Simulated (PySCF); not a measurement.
From results back to the method.

C2H7BO3.
Bonds: C1–O2, O2–C3, C3–B4, B4–O5, B4–O6. Hydrogens: H7, H8, H9 on C1; H10, H11 on C3; H12 on O5; H13 on O6.

The closed-shell ground state was solved 7 times with PySCF (density fitting, gas phase), always in the pcSseg-1 basis (137 functions), with these functionals: B97-2, BLYP, CAM-B3LYP, KT2, LC-wPBE, PBE0 and wB97X-D. Isolated species at its PBE0-D3(BJ)/def2-SVP geometry (one conformer only).

| row | total energy (Eh) | HOMO (eV) | LUMO (eV) | dipole (D) |
| --- | --- | --- | --- | --- |
| P | -330.9161 | -5.25 | -0.03 | 2.25 |
| Q | -330.6349 | -6.95 | 0.94 | 2.37 |
| R | -336.0833 | -5.55 | -0.03 | 2.19 |
| S | -330.8123 | -9.70 | 3.16 | 2.48 |
| T | -330.8798 | -8.39 | 1.73 | 2.43 |
| U | -330.8888 | -6.69 | 0.93 | 2.35 |
| V | -330.9030 | -8.88 | 2.79 | 2.41 |

Task: Which functional belongs to which row?

Result: P = BLYP, Q = PBE0, R = KT2, S = LC-wPBE, T = CAM-B3LYP, U = B97-2, V = wB97X-D. By rising HOMO–LUMO gap: BLYP (GGA) 5.22 eV; KT2 (GGA) 5.52 eV; B97-2 (global hybrid, 21 % exact exchange) 7.62 eV; PBE0 (global hybrid, 25 % exact exchange) 7.89 eV; CAM-B3LYP (range-separated hybrid) 10.12 eV; wB97X-D (range-separated hybrid) 11.67 eV; LC-wPBE (range-separated hybrid) 12.86 eV. Total energies of different functionals aren't bounds to one another; each is stationary for its own functional.

Shape of the structure used: `[CH3:1][O:2][CH2:3][B:4]([OH:5])[OH:6]`: C1–O2–C3–B4 -71°, O2–C3–B4–O5 173°, H–O5–B4–C3 -2°, H–O6–B4–C3 -179°.

The pairwise dispersion term of wB97X-D wasn't added to the energies; at a given geometry it leaves orbitals and properties as they are.
